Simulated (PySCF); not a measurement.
SiBr2Cl2, SMILES Cl[Si](Cl)(Br)Br.

Geometry optimised at B3LYP-D3(BJ)/def2-SVP.

All values below come from TDDFT-PBE/def2-SVPD (PySCF).

Vertical excitations. Isolated molecule, no solvent. State labels are in the subgroup C2v.

Q: List the lowest excited states. (An estimate is asked for; the answer gives what the named calculation found.)

A: 
```
state  symmetry  energy (eV)  λ (nm)      f         main pairs
-----  --------  -----------  ------  -----  -----------------
S1           B1         5.12     242  0.004     HOMO→LUMO 99 %
S2           A2         5.23     237  0.000  HOMO−1→LUMO 100 %
S3           B2         5.39     230  0.004   HOMO−2→LUMO 99 %
S4           A1         5.89     211  0.013   HOMO−3→LUMO 97 %
S5           B2         6.16     201  0.013   HOMO−4→LUMO 96 %
S6           B1         6.26     198  0.032   HOMO−5→LUMO 88 %
S7           A2         6.40     194  0.000   HOMO−6→LUMO 98 %
S8           A1         6.54     190  0.007   HOMO−7→LUMO 93 %
S9           A2         6.66     186  0.000   HOMO→LUMO+2 95 %
S10          A1         6.69     185  0.018   HOMO→LUMO+1 88 %
T1           B1         4.82     257      0    HOMO→LUMO 100 %
T2           A2         4.95     250      0  HOMO−1→LUMO 100 %
T3           B2         5.11     243      0   HOMO−2→LUMO 99 %
T4           A1         5.54     224      0   HOMO−3→LUMO 99 %
```
Triplets are in the Tamm–Dancoff approximation, which puts them higher than full response would, so one can lie above its singlet here.
